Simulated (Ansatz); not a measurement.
`[CH3][Sn]([F])([F])[C]#N` + SiH₄ → `[CH3][Sn]([F])([F])[SiH3]` + `C#N`  (formal exchange of groups at the Sn–C bond)

Program: Ansatz. Geometries: PBE0-D4/def2-TZVP. ΔE: electronic, gas phase. CCSD(T)/CBS adds triple-zeta CCSD(T) − MP2 to the extrapolated MP2 energy (def2 sets, frozen cores). This one scheme is used for every species. Elements past krypton have def2 core potentials. For Sn outer-core shells are correlated without core-valence functions, which leaves a few kJ/mol of doubt a bond.

`[CH3][Sn]([F])([F])[C]#N`:

```xyz
9

C    -0.197    0.222   -1.487
Sn    0.000    0.347    0.602
F     1.358    1.578    1.104
F    -1.574    1.039    1.413
C     0.434   -1.400    1.676
N     0.672   -2.401    2.195
H    -1.000   -0.474   -1.726
H     0.743   -0.127   -1.911
H    -0.435    1.215   -1.865
```

SiH₄:

Z-matrix (Å, degrees):
```
Si
H 1 1.485
H 1 1.485 2 109.5
H 1 1.485 2 109.5 3 -120.0
H 1 1.485 2 109.5 3 120.0
```

`[CH3][Sn]([F])([F])[SiH3]`:

```xyz
11

C     0.313   -1.886    0.875
Sn    0.503    0.158    0.348
F     0.514    1.107    2.024
F     2.324    0.353   -0.245
Si   -0.932    1.551   -1.259
H     1.108   -2.115    1.584
H     0.418   -2.511   -0.011
H    -0.657   -2.062    1.340
H    -2.332    1.546   -0.764
H    -0.388    2.929   -1.287
H    -0.869    0.930   -2.605
```

`C#N`:

Z-matrix (Å, degrees):
```
C
N 1 1.146
H 1 1.069 2 180.0
```

| species | CCSD(T)/CBS(def2) energy (Eh) |
| --- | --- |
| `[CH3][Sn]([F])([F])[C]#N` | -546.28404 |
| SiH₄ | -291.46306 |
| `[CH3][Sn]([F])([F])[SiH3]` | -744.43337 |
| `C#N` | -93.32098 |

Work out ΔE.

ΔE = (-744.43337) + (-93.32098) − (-546.28404) − (-291.46306) = -0.00725 Eh = -4.5 kcal/mol.

Largest T1 diagnostic among the species: 0.014.

From PBE to PBE0 (25 % exact exchange), in def2-TZVPP and without D4, ΔE moves by +1.0 kcal/mol. In def2-TZVPP, CCSD(T) changes the Hartree–Fock value by −1.9 kcal/mol (the triples alone add +0.1 kcal/mol) and MP2 by −1.8 kcal/mol.
